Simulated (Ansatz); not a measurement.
Relaxation of Cs₈F₈⁺ (relaxed from a model of 2x2x4 CsF rock-salt block, whose bonding it doesn't keep) with UKS r2SCAN-D4/def2-SVP.

```sh
$ ansatz run in.yaml --threads 4 --pin off --events-out ev --progress --plain --max-ram 6963MiB
```

```yaml
crystal:
  periodic: [false, false, false]
  atoms:
    - {symbol: Cs, position_ang: [-1.478451, -1.476017, -4.293418]}
    - {symbol: F, position_ang: [-1.319225, -1.319163, -1.491315]}
    - {symbol: Cs, position_ang: [-1.530606, -1.531912, 1.400157]}
    - {symbol: F, position_ang: [-1.242845, -1.245707, 4.187658]}
    - {symbol: F, position_ang: [-1.248431, 1.245495, -4.185966]}
    - {symbol: Cs, position_ang: [-1.533545, 1.531423, -1.398371]}
    - {symbol: F, position_ang: [-1.318400, 1.318734, 1.492992]}
    - {symbol: Cs, position_ang: [-1.472902, 1.475877, 4.295468]}
    - {symbol: F, position_ang: [1.243064, -1.244430, -4.188180]}
    - {symbol: Cs, position_ang: [1.531537, -1.530950, -1.400932]}
    - {symbol: F, position_ang: [1.320203, -1.319046, 1.490673]}
    - {symbol: Cs, position_ang: [1.478762, -1.477206, 4.292780]}
    - {symbol: Cs, position_ang: [1.472931, 1.477148, -4.294758]}
    - {symbol: F, position_ang: [1.317151, 1.319652, -1.492477]}
    - {symbol: Cs, position_ang: [1.532210, 1.531639, 1.398861]}
    - {symbol: F, position_ang: [1.248546, 1.244462, 4.186816]}
basis:
  gaussian: {orbitals: def2-SVP}
total_charge: 1
magnetization: {spin_polarized: true, initial_magnetization: 1}
hamiltonian: {xc: r2scan, dispersion: d4}
scf: {lower_state_search: "off"}
output: {orbitals: {seedname: orbitals}}
relax: {f_tol: 0.03, max_steps: 70}
```

Hardware: 4 threads of Intel Xeon on a shared host. Wall time 11 min, peak host memory 1.2 GiB.

Positions (Å) and forces (eV/Å) at steps 1, 2, 4, 5 of 5:

```xyz
16
step=1 energy=-26114.4668 eV
Cs   -1.478   -1.476   -4.293   -0.316   -0.336   -0.177
F    -1.319   -1.319   -1.491    0.047    0.037    0.119
Cs   -1.531   -1.532    1.400   -0.134   -0.158   -0.046
F    -1.243   -1.246    4.188   -0.096   -0.081   -0.139
F    -1.248    1.245   -4.186   -0.068    0.068    0.137
Cs   -1.534    1.531   -1.398   -0.186    0.186    0.071
F    -1.318    1.319    1.493    0.068   -0.068   -0.097
Cs   -1.473    1.476    4.295   -0.310    0.310    0.215
F     1.243   -1.244   -4.188    0.106   -0.106    0.129
Cs    1.532   -1.531   -1.401    0.094   -0.094    0.014
F     1.320   -1.319    1.491   -0.018    0.017   -0.133
Cs    1.479   -1.477    4.293    0.273   -0.273    0.149
Cs    1.473    1.477   -4.295    0.335    0.317   -0.177
F     1.317    1.320   -1.492   -0.037   -0.048    0.119
Cs    1.532    1.532    1.399    0.158    0.134   -0.046
F     1.249    1.244    4.187    0.080    0.096   -0.139
16
step=2 energy=-26114.5086 eV
Cs   -1.601   -1.616   -4.352    0.258    0.252    0.220
F    -1.290   -1.280   -1.468   -0.050    0.003   -0.091
Cs   -1.599   -1.620    1.369    0.144    0.111    0.031
F    -1.248   -1.236    4.116    0.081    0.118    0.008
F    -1.228    1.225   -4.109    0.125   -0.125    0.015
Cs   -1.630    1.628   -1.353    0.152   -0.152   -0.029
F    -1.267    1.267    1.487   -0.020    0.021    0.079
Cs   -1.598    1.601    4.377    0.253   -0.254   -0.208
F     1.245   -1.247   -4.129   -0.111    0.111   -0.026
Cs    1.584   -1.584   -1.387   -0.129    0.129   -0.032
F     1.299   -1.298    1.454    0.015   -0.015    0.065
Cs    1.583   -1.582    4.336   -0.234    0.234   -0.201
Cs    1.612    1.600   -4.354   -0.252   -0.258    0.221
F     1.278    1.290   -1.470   -0.003    0.050   -0.091
Cs    1.621    1.600    1.367   -0.111   -0.145    0.031
F     1.238    1.250    4.115   -0.118   -0.081    0.008
16
step=4 energy=-26114.6214 eV
Cs   -1.547   -1.579   -4.285    0.006    0.013    0.006
F    -1.323   -1.275   -1.472   -0.011    0.004    0.013
Cs   -1.557   -1.613    1.361    0.000   -0.003    0.007
F    -1.247   -1.204    4.090   -0.005    0.000    0.000
F    -1.181    1.179   -4.047    0.002   -0.002    0.009
Cs   -1.604    1.603   -1.322    0.003   -0.003   -0.015
F    -1.255    1.255    1.508    0.001   -0.001   -0.022
Cs   -1.557    1.559    4.323    0.007   -0.008   -0.013
F     1.230   -1.231   -4.133    0.000    0.000   -0.008
Cs    1.536   -1.536   -1.400    0.004   -0.004   -0.004
F     1.316   -1.315    1.432    0.007   -0.007   -0.004
Cs    1.521   -1.519    4.255   -0.001    0.002    0.005
Cs    1.576    1.546   -4.286   -0.013   -0.006    0.006
F     1.274    1.323   -1.473   -0.004    0.011    0.013
Cs    1.614    1.558    1.360    0.003    0.000    0.007
F     1.206    1.249    4.089   -0.001    0.005   -0.001
16
step=5 energy=-26114.6222 eV
Cs   -1.546   -1.575   -4.277   -0.003   -0.001   -0.002
F    -1.328   -1.271   -1.464   -0.003    0.000    0.006
Cs   -1.556   -1.620    1.365    0.002   -0.001   -0.006
F    -1.249   -1.206    4.090   -0.001    0.001    0.003
F    -1.182    1.179   -4.046    0.001   -0.001   -0.003
Cs   -1.608    1.607   -1.330   -0.002    0.002    0.008
F    -1.250    1.250    1.492    0.002   -0.002   -0.008
Cs   -1.554    1.556    4.307   -0.004    0.004   -0.003
F     1.230   -1.232   -4.133    0.000    0.000   -0.003
Cs    1.534   -1.534   -1.400    0.000    0.000    0.005
F     1.321   -1.320    1.433    0.004   -0.004   -0.002
Cs    1.519   -1.517    4.257    0.003   -0.003    0.007
Cs    1.572    1.545   -4.279    0.001    0.003   -0.002
F     1.270    1.328   -1.466    0.000    0.003    0.006
Cs    1.620    1.557    1.363    0.001   -0.002   -0.006
F     1.208    1.251    4.089   -0.001    0.001    0.003
```

In the def2 sets Cs takes a core potential; there is no spin–orbit coupling. The gap within one spin of the relaxed charge 1 doublet nearly closes, so an electron or hole may be smeared out by delocalisation error.
